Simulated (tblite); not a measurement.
Species: C3H5Cl4FSi.
SMILES with atom numbers: `[F:1][C@@H:2]([Cl:3])[SiH2:4][CH2:5][C:6]([Cl:7])([Cl:8])[Cl:9]` (hydrogens: H10 on C2; H11, H12 on Si4; H13, H14 on C5)

Structure optimised with GFN2-xTB, isolated species.

Problem. What internal coordinates does the optimisation give?

Solution. 
```csv
bond,length (bohr)
F1–C2,2.578
C2–Cl3,3.373
C2–Si4,3.652
Si4–C5,3.610
C5–C6,2.836
"C6–Cl7, C6–Cl8, C6–Cl9",3.363
C2–H10,2.063
Si4–H11,2.764
Si4–H12,2.753
C5–H13,2.062
C5–H14,2.063
```

Bonds in one row agree within 0.02 bohr and their mean is given. A selection of angles:
```csv
angle,degrees
F1–C2–Cl3,108.4
F1–C2–Si4,111.0
F1–C2–H10,106.6
Cl3–C2–Si4,108.5
Cl3–C2–H10,106.9
Si4–C2–H10,115.2
C2–Si4–C5,104.5
C2–Si4–H11,106.8
C2–Si4–H12,106.1
C5–Si4–H11,110.7
C5–Si4–H12,113.7
H11–Si4–H12,114.3
Si4–C5–C6,111.1
Si4–C5–H13,111.5
Si4–C5–H14,109.7
C6–C5–H13,108.6
C6–C5–H14,108.6
H13–C5–H14,107.1
C5–C6–Cl7,111.8
C5–C6–Cl9,110.1
Cl7–C6–Cl8,108.0
```

Dihedral angles: F1–C2–Si4–C5 -58° (synclinal); C2–Si4–C5–C6 -159° (antiperiplanar); Si4–C5–C6–Cl7 -171° (antiperiplanar).

Of the pairs four or more bonds apart, Cl3···H13 is among the closest relative to their van der Waals radii: 2.93 Å, 99 % of the sum of Bondi's values. Si4 (SiH2 silicon) is distorted tetrahedral (angles from 104.5° to 114.3°). The C–Si distances run from 1.910 Å (Si4–C5, drawn single) to 1.933 Å (C2–Si4, drawn single), a spread of 0.023 Å.

Point group: C1 (no symmetry element, even within 0.4 Å). Its GFN2-xTB frequencies are all real (lowest 17 cm⁻¹). One conformer, not necessarily the lowest. 3 starts were optimised and ended at 0.00, 0.66 and 1.25 kcal/mol (GFN2-xTB); the lowest of these is shown.

All values are computed, not measured.
